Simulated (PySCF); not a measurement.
Energy of Tc⁺ (technetium, charge +1) between two integer charges

The 5s alpha orbital of [Kr] 4d5 5s1 is emptied in steps (occupation f), with all orbitals relaxed, ending at [Kr] 4d5. All numbers are calculated (PySCF 2.14, a scalar-relativistic core potential, in aug-cc-pVDZ-PP with ECP28MDF (5s5p4d2f, 54 functions)). The exact energy is a straight line in f; departures are measured from the line between the end points of the same method.

| f | MN15 (eV) |
| --- | --- |
| 1 | 0.000 |
| 0.75 | -0.337 |
| 0.5 | -0.446 |
| 0.25 | -0.329 |
| 0 | 0.000 |

| method | E(f=0) − E(f=1) (eV) | −ε at f=1 (eV) | −ε at f=0.5 (eV) |
| --- | --- | --- | --- |
| MN15 | 15.259 | 13.454 | 15.279 |

Orbital energy along the path (eV):

```
   f     MN15
   1  -13.454
0.75  -14.368
 0.5  -15.279
0.25  -16.164
   0  -16.967
```

Reference removal energy between the ground levels: 15.26 eV (semi-empirical (NIST evaluation); NIST Atomic Spectra Database, ionization energies).
